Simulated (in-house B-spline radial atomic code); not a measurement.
Orbital energies and mean radii along the 2-electron series, configuration 1s2. The effective charge is n√(-2ε), a non-relativistic measure. Computed with a B-spline radial code for spherical atoms: Dirac-Hartree-Fock, average of the configuration, finite nuclei.

| ion | Z | energy of 1s1/2 (Eh) | mean radius of 1s1/2 (bohr) | effective charge of 1s1/2 |
| --- | --- | --- | --- | --- |
| Zn28+ | 30 | -436.6 | 0.049829 | 29.55 |
| Ga29+ | 31 | -467.23 | 0.048148 | 30.569 |
| Ge30+ | 32 | -498.93 | 0.046572 | 31.589 |
| As31+ | 33 | ? | ? | ? |
| Se32+ | 34 | -565.6 | 0.043695 | 33.633 |
| Br33+ | 35 | -600.57 | 0.042379 | 34.658 |
| Kr34+ | 36 | ? | ? | ? |
| Rb35+ | 37 | -673.84 | 0.039957 | 36.711 |
| Sr36+ | 38 | -712.15 | 0.03884 | 37.74 |
| Zr38+ | 40 | -792.14 | 0.036771 | 39.803 |
| Nb39+ | 41 | -833.84 | 0.035811 | 40.837 |
| Mo40+ | 42 | -876.69 | 0.034895 | 41.873 |
| Tc41+ | 43 | -920.69 | 0.034021 | 42.911 |
| Ru42+ | 44 | -965.86 | 0.033186 | 43.951 |
| Rh43+ | 45 | -1012.2 | 0.032386 | 44.993 |
| Pd44+ | 46 | ? | ? | ? |
| Ag45+ | 47 | -1108.43 | 0.030887 | 47.084 |
| Cd46+ | 48 | -1158.34 | 0.030182 | 48.132 |
| In47+ | 49 | -1209.47 | 0.029505 | 49.183 |
| Sn48+ | 50 | -1261.82 | 0.028854 | 50.236 |

Fill in the row of As31+.

energy of 1s1/2 (Eh): -531.72; mean radius of 1s1/2 (bohr): 0.04509; effective charge of 1s1/2: 32.61.

Fill in the row of Kr34+.

energy of 1s1/2 (Eh): -636.65; mean radius of 1s1/2 (bohr): 0.041134; effective charge of 1s1/2: 35.683.

Fill in the row of Pd44+.

energy of 1s1/2 (Eh): -1059.72; mean radius of 1s1/2 (bohr): 0.031621; effective charge of 1s1/2: 46.037.

How does the screening of 1s1/2 change?

Z less the effective charge goes from 0.45 at Z = 30 to -0.24 at Z = 50.
